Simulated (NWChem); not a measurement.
System: C$_{3}$H$_{4}$F$_{2}$O; SMILES FC1(F)CCO1

```xyz
10

F     -0.0322    -1.2141     1.0862
C      0.0048    -0.3984     0.0000
F     -0.0322    -1.2141    -1.0862
C      1.0865     0.6866     0.0000
C     -0.1209     1.6427     0.0000
O     -1.0478     0.5152     0.0000
H      1.7127     0.6919     0.9098
H      1.7127     0.6919    -0.9098
H     -0.2482     2.2674     0.9079
H     -0.2482     2.2674    -0.9079
```
Atoms are numbered in this order, from 1.

Level: PBE-D3(BJ)/def2-SVP (NWChem), optimised geometry, unscaled harmonic frequencies. 

| frequency (cm⁻¹) | IR intensity (km/mol) |
|---|---|
| 97 | 0.2 |
| 312 | 0.4 |
| 453 | 7.3 |
| 490 | 0.7 |
| 519 | 1.6 |
| 707 | 4.7 |
| 762 | 0.7 |
| 886 | 6.0 |
| 908 | 47.5 |
| 971 | 31.9 |
| 988 | 96.7 |
| 1117 | 149.8 |
| 1121 | 3.1 |
| 1149 | 19.4 |
| 1161 | 14.1 |
| 1220 | 174.4 |
| 1271 | 258.0 |
| 1318 | 34.1 |
| 1394 | 29.6 |
| 1460 | 9.1 |
| 2991 | 39.7 |
| 3045 | 3.6 |
| 3053 | 19.7 |
| 3121 | 2.0 |

```yaml
zero_point_energy: 43.6 kcal/mol
thermal correction to the enthalpy at 298.15 K (with zero-point energy): 47.5 kcal/mol
heat capacity Cv: 18.4 cal/(mol K)
entropy at 298.15 K and 1 atm (symmetry number 1): 73.8 cal/(mol K)
dipole_moment: 3.06 D
```

Rigid rotor and harmonic oscillator; modes under 100 cm⁻¹ make the entropy uncertain.
